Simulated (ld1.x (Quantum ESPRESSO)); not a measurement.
bromine: one change to an ultrasoft potential, before and after

ld1.x (Quantum ESPRESSO) 7.5 input, shortened:

```
&input
   title='Br', zed=35., rel=1, dft='PBESOL', iswitch=3,
   config='[Ar] 3d10 4s2 4p5'
 /
 &inputp
   pseudotype=3, tm=.true., lloc=-1, rcloc=1.20,
   nlcc=.false.
 /
4
4S  1  0   2.00   0.00  1.15  1.60  0.0
4S  1  0   0.00  -1.15  1.15  1.60  0.0
4P  2  1   5.00   0.00  1.45  1.60  0.0
4P  2  1   0.00  -0.05  1.45  1.60  0.0
 &test
   configts(1)='4s2 4p5'
 /
```

Change: waves 4p (bound): rcut 1.34, rcutus 1.42 bohr; 4p channel at -0.05 Ry: rcut 1.34, rcutus 1.42 bohr.

Cutoffs: the cutoffs (Ry, on a coarse ladder) from which the occupation-weighted sum of valence levels, in a spherical-Bessel basis at the reference potential, stays within 10 and 1 mRy of its value at 400 Ry; they do not see the model core or the augmentation charge, which bear on the density cutoff. Errors are all-electron minus pseudo energies relative to the spin-unpolarised reference configuration.

What does the change do?

The potential gets harder (15 Ry and 35 Ry → 21 Ry and 45 Ry); of the 7 tests that both files solve, the error grows in 1 and shrinks in 2 by more than 15 % and 0.3 meV (median size 5.1 → 4.1 meV); neither file shows a bound ghost. A smaller radius makes the pseudo-wave follow the all-electron one further in, where it bends more sharply, so more plane waves are needed.

```tsv
quantity	base	changed
cutoff, loose	15 Ry	21 Ry
cutoff, tight	35 Ry	45 Ry
loose cutoff by channel (10 mRy a level)	s 6 Ry, p 10 Ry	s 6 Ry, p 8 Ry
bound ghosts	none	none
error for 4s2 4p4, meV [ΔE 12.55 eV]	-4.0	-4.1
error for 4s2 4p3, meV [ΔE 35.32 eV]	-14	-16
error for 4s2 4p2, meV [ΔE 69.33 eV]	-31	-36
error for 4s2 4p5.3, meV [ΔE -1.96 eV]	+0.2	+0.2
error for 4s1 4p6, meV [ΔE 12.38 eV]	+8.5	+5.7
error for 4s2 4p4.5, meV [ΔE 5.07 eV]	-1.3	-1.3
error for 4s1 4p5, meV [ΔE 25.56 eV]	+5.1	+3.0
s: phases at 1.76 bohr within 0.05 rad from the reference energy up to (Ry; the scan ends near 5)	3.4	3.4
p: phases at 1.76 bohr within 0.05 rad from the reference energy up to (Ry; the scan ends near 5)	to the end of the scan	to the end of the scan
lowest overlap eigenvalue by channel	s 0.32, p 0.42	s 0.32, p 0.16
```
